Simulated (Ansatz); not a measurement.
Wavefunction ladder for C₂H₇AlFN, SMILES `[CH3][Al]([NH2])[CH2]F`

Z-matrix (Å, degrees):
```
C
Al 1 1.945
H 1 1.094 2 110.8
H 1 1.093 2 112.7 3 121.1
H 1 1.094 2 110.8 3 -117.9
N 2 1.772 1 121.3 3 -121.0
C 2 1.987 1 122.5 3 59.0
H 6 1.007 2 124.6 1 0.0
H 6 1.007 2 125.7 1 -180.0
F 7 1.405 2 109.9 1 0.1
H 7 1.097 2 113.0 1 119.9
H 7 1.097 2 113.0 1 -119.7
```

The species carries charge 0 and has multiplicity 1. The geometry is a stationary point of PBE0-D4/def2-TZVP. It is one conformer, not always the lowest. Frozen core, restricted reference, Ansatz 0.2.0. CBS rows extrapolate triple and quadruple zeta; past MP2 they add the triple-zeta difference.

```csv
basis,HF (Eh),MP2 corr.
def2-SVP,-475.38982,-0.70195
def2-TZVPP,-475.76014,-0.89324
def2-QZVPP,-475.77858,-0.96179
```

Task: Estimate the CCSD correlation energy and the (T) correction in each basis where they were run (hartree).

Result: 
```json
{"basis": "def2-SVP", "CCSD corr.": "-0.75210", "(T)": "-0.01781"}
{"basis": "def2-TZVPP", "CCSD corr.": "-0.93320", "(T)": "-0.03287"}
{"basis": "CBS(def2)", "CCSD corr.": "-1.05252", "(T)": "as TZ"}
```
